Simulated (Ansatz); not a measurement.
Cartesian coordinates in Å:
```
O -1.570 1.327 0.621
C -0.157 1.373 0.636
C 0.351 0.852 -0.690
C -0.094 -0.576 -0.997
Si 0.473 -1.887 0.222
H -1.897 1.585 1.485
H 0.242 0.761 1.458
H 0.200 2.401 0.786
H 1.444 0.917 -0.680
H 0.002 1.525 -1.481
H -1.186 -0.617 -1.053
H 0.276 -0.873 -1.984
H -0.178 -1.745 1.553
H 0.148 -3.241 -0.303
H 1.947 -1.804 0.428
```

The species carries charge 0 and has multiplicity 1.

List the PBE0/def2-TZVPP orbital energies in eV (Ansatz 0.2.0). (Best estimate.)

Ansatz gave: Occupied: -1802.10, -522.64, -279.39, -278.21, -277.86, -144.47, -99.13, -99.13, -99.11, -28.72, -21.98, -19.11, -16.55, -14.90, -14.20, -13.26, -12.20, -11.42, -10.69, -10.11, -9.69, -9.22, -9.10, -8.39, -7.92. Lowest empty: 0.73, 1.26, 1.37, 1.71, 2.01, 2.11, 2.56, 2.99.
